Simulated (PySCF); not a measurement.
Start geometry of `[GeH4]` from GFN2-xTB (Å):
```
atom  x, y, z in Å
Ge1    0.0223   -0.0247    0.0006
H2    -0.6025   -0.8566   -1.0604
H3     0.5335   -0.8604    1.0627
H4    -1.0072    0.8938    0.5575
H5     1.0875    0.8138   -0.5982
```

Question: What comes out of this run: PySCF 2.14.0, PBE0-D3(BJ)/def2-SVP geometry optimisation, gas phase?

Answer: 
```
atom  x, y, z in Å
Ge1    0.072    0.224   -0.172
H2    -0.568   -0.653   -1.260
H3     0.623   -0.672    0.949
H4    -0.986    1.176    0.408
H5     1.219    1.045   -0.783
```

The energy falls by 15.9 kJ/mol over 4 energy and gradient evaluations, the largest force component goes from 0.0269 to 1.4e-04 Eh/bohr, and the atoms move by 0.058 Å rms after alignment. The bond that changes most is Ge1–H3 (ends: germanium bonded to 4 H; Ge–H hydrogen), which lengthens by 0.092 Å. Bonds longer at the end by more than 0.005 Å: 4 of 4; shorter: 0. Among the angles that change most is H3–Ge1–H5, from 111.7° to 109.5°. The orientation of the end geometry is arbitrary; only internal coordinates are fixed.

The run used 52 basis functions and 22 SCF cycles in all.

Not checked by PBE0-D3(BJ)/def2-SVP frequencies.
